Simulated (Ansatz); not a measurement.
Relaxation of CH₈SSi₂ (12 atoms, charge 0, multiplicity 1), to a largest force component of 0.015 eV/Å in at most 40 steps.

Level of theory: RKS PBE0/6-31G* (Ansatz 0.2.0).

```xyz
12
Properties=species:S:1:pos:R:3:forces:R:3
Si -0.659 1.301 0.263 -1.73 2.74 -0.10
C -0.322 -0.191 -0.696 0.63 0.20 -0.64
Si 1.294 -0.773 -0.119 2.19 -0.58 0.99
S -1.516 -1.448 -0.396 -1.53 -1.42 0.09
H 0.321 2.390 0.014 0.30 -0.11 0.06
H -0.806 1.098 1.711 0.18 -0.37 0.33
H -1.979 1.923 -0.182 0.39 -0.33 0.17
H -0.257 0.032 -1.776 -0.24 -0.11 0.35
H 1.754 -1.976 -0.802 0.06 -0.55 -0.37
H 1.307 -1.116 1.366 -0.29 0.23 -0.51
H 2.373 0.247 -0.309 -0.13 0.09 -0.02
H -1.432 -1.542 0.959 0.16 0.20 -0.33
```

Problem. Where does it end, and by what steps?

Solution. The run converged. After 6 steps the energy has fallen by 0.449 eV; Si1 moved furthest, 0.18 Å.

| step | energy less start (eV) | largest force component (eV/Å) | accepted |
| --- | --- | --- | --- |
| 0 | 0.0000 | 2.737 | yes |
| 1 | -0.3841 | 0.858 | yes |
| 2 | -0.4421 | 0.169 | yes |
| 3 | -0.4464 | 0.062 | yes |
| 4 | -0.4478 | 0.037 | yes |
| 5 | -0.4488 | 0.017 | yes |
| 6 | -0.4488 | 0.009 | yes |

```xyz
12
Properties=species:S:1:pos:R:3
Si -0.770 1.441 0.255
C -0.262 -0.165 -0.602
Si 1.431 -0.851 -0.114
S -1.559 -1.448 -0.370
H 0.268 2.495 0.056
H -0.909 1.179 1.716
H -2.071 1.924 -0.281
H -0.251 0.020 -1.684
H 1.753 -2.055 -0.924
H 1.396 -1.224 1.328
H 2.493 0.179 -0.314
H -1.441 -1.549 0.968
```

Time of the run: 43 s on 1 thread of Arm Neoverse V1 (shared host), peak memory 0.19 GiB.
